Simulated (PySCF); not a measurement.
W(O)2(F)2 anion (F2O2W), SMILES [F][W]([F])(=[O])=[O] (connectivity only; charge and spin as stated), charge -1, multiplicity 2.

The structure is a stationary point at B3LYP-D3(BJ)/def2-SVPD. The multiplicity is an assumed one; other spin states were not compared. The isomer is the one that the SMILES or the coordinates give; other isomers of the formula were not compared. The def2 effective core potentials stand for the cores of W; spin–orbit coupling is left out.

Computed with PySCF with B3LYP-D3(BJ)/def2-SVPD.

Frequencies are harmonic and unscaled.

Q: List the normal modes with their intensities. (Estimate from the structure and the level; the computed values follow.)

A: 
| mode | ν (cm⁻¹) | IR (km/mol) | moving atoms (share of kinetic energy) |
|---|---|---|---|
| 1 | 80 | 0.0 | F 52 %, O 48 % |
| 2 | 180 | 9.2 | O 66 %, F 18 %, W 16 % |
| 3 | 209 | 9.7 | F 44 %, O 41 %, W 15 % |
| 4 | 254 | 3.0 | F 91 % |
| 5 | 308 | 4.9 | O 85 %, F 8 % |
| 6 | 526 | 100.7 | F 89 %, W 10 % |
| 7 | 581 | 149.5 | F 86 %, W 13 % |
| 8 | 912 | 331.5 | O 88 %, W 12 % |
| 9 | 961 | 84.6 | O 95 % |
